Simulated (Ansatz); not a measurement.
Total energies of H$_{6}$O$_{2}$Si$_{3}$, SMILES `[SiH3]O[Si]O[SiH3]`.

Cartesian coordinates in Å:
```
Si 0.169 -2.885 -0.177
O 0.176 -1.243 -0.142
Si 0.933 0.135 -0.608
O -0.053 1.260 0.065
Si -0.355 2.858 0.298
H 1.329 -3.395 -0.955
H -1.090 -3.346 -0.810
H 0.248 -3.394 1.214
H -1.684 3.184 -0.276
H 0.685 3.688 -0.364
H -0.356 3.138 1.754
```

Charge 0, multiplicity 1. The geometry is a stationary point of PBE0-D4/def2-TZVP. It is one conformer, not always the lowest. Basis def2-TZVPP, Ansatz 0.2.0.

RPA on PBE orbitals: Hartree–Fock energy of these orbitals -1020.20358 Eh, correlation -1.38964 Eh (frozen core).

```tsv
functional	kind	energy without D4 (Eh)	D4 term (kJ/mol)
LDA (SPW92)	LDA	-1018.17264	–
HSE06 (plane-wave form)	screened hybrid	-1022.20352	-20.7
```

Q: Give the same for PBE, revPBE, BLYP, r2SCAN, B97M-V, PBE0, B3LYP, r2SCANh, r2SCAN0, BHLYP, CAM-B3LYP, LC-ωPBE, ωB97X-V, ωB97M-V, B2PLYP, PBE-QIDH. (Best estimate.)

A: The calculation gave: 
| functional | kind | energy without D4 (Eh) | D4 term (kJ/mol) |
| --- | --- | --- | --- |
| PBE | GGA | -1022.14189 | -25.8 |
| revPBE | GGA | -1022.52086 | -72.2 |
| BLYP | GGA | -1022.73596 | -55.7 |
| r2SCAN | meta-GGA | -1022.61100 | -6.3 |
| B97M-V | meta-GGA with VV10 | -1022.50131 | – |
| PBE0 | global hybrid, 25 % exact exchange | -1022.23028 | -22.0 |
| B3LYP | global hybrid, 20 % | -1022.84047 | -41.8 |
| r2SCANh | meta-GGA hybrid, 10 % | -1022.59718 | -6.9 |
| r2SCAN0 | meta-GGA hybrid, 25 % | -1022.57786 | -7.6 |
| BHLYP | global hybrid, 50 % | -1022.70732 | -34.5 |
| CAM-B3LYP | range-separated hybrid | -1022.74772 | -22.7 |
| LC-ωPBE | long-range corrected hybrid | -1022.39682 | – |
| ωB97X-V | range-separated hybrid GGA with VV10 | -1022.57931 | – |
| ωB97M-V | range-separated hybrid meta-GGA with VV10 | -1022.66144 | – |
| B2PLYP | double hybrid | -1022.31646 | – |
| PBE-QIDH | double hybrid | -1021.96078 | – |

B3LYP takes the VWN-RPA correlation (the form of Gaussian; ORCA's B3LYP/G). HSE06 is the plane-wave form, built on full-range PBE exchange. The double hybrids freeze the cores in their second-order part.

LC-ωPBE has ω = 0.4 bohr⁻¹.
